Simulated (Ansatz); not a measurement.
Job for Ansatz (a first-principles code): R-PBE0/def2-TZVPPD on CH8GeO (a complex), monomers drawn apart or pushed together. Files ending in .json are basis or fitting sets from the Basis Set Exchange.

Ansatz 0.2 input:
```yaml
crystal:
  periodic: [false, false, false]
  atoms:
    - {symbol: C, position_ang: [0.35853575, 0.16298579, -0.04924378]}
    - {symbol: O, position_ang: [0.30316989, -1.01430710, 0.74658696]}
    - {symbol: H, position_ang: [0.23727688, -0.05768253, -1.11469419]}
    - {symbol: H, position_ang: [1.34422351, 0.59901340, 0.10437426]}
    - {symbol: H, position_ang: [-0.39573701, 0.89756779, 0.25229461]}
    - {symbol: H, position_ang: [-0.56022166, -1.42439580, 0.63417151]}
    - {symbol: Ge, position_ang: [-0.39164948, 0.46583239, 6.23166829]}
    - {symbol: H, position_ang: [-0.19676179, -1.05061924, 6.34169499]}
    - {symbol: H, position_ang: [-1.62656008, 0.78112947, 5.37262590]}
    - {symbol: H, position_ang: [0.85027641, 1.13263206, 5.62865871]}
    - {symbol: H, position_ang: [-0.63082768, 1.04193203, 7.64162177]}
basis:
  gaussian:
    orbitals: def2-TZVPPD.json
hamiltonian:
  xc: {name: PBE0}
scf: {lower_state_search: off}
```

Program output:

```
Functional definition: PBE0
[...]
these checks for a lower state are left out or cut short: stability, starts, cluster_reference, orbital_swaps, neighbouring_geometries, increment
integrals: 0.16 GiB planned
1256 factors; their error is unknown
mean field: 1.40 GiB planned
mean field evaluation 1: about -59717.5792 eV, gradient 5.1e1 eV
mean field evaluation 2: about -59713.6495 eV, gradient 6.9e1 eV
mean field evaluation 4: about -59722.2511 eV, gradient 2.8e0 eV
mean field evaluation 8: about -59722.4904 eV, gradient 1.4e-1 eV
mean field evaluation 16: about -59722.4904 eV, gradient 3.4e-6 eV
mean field -59722.49042569 eV, -2194.7610417863 hartree, gradient 3.4e-6 eV, S^2 0.000000; 0 other end points of the search recorded, 0 dependent functions left out
reference -59722.49047118 eV, -2194.7610434580 hartree; 27, 27 occupied and 240, 240 virtual orbitals, 1256 factors
Total energy: -59722.49047118 eV, -2194.7610434580 hartree
Checks for a lower state left out: stability, starts, cluster_reference, orbital_swaps, neighbouring_geometries, increment
```

The calculation finished and met its thresholds.

Cost: around 4 core-seconds (rough).
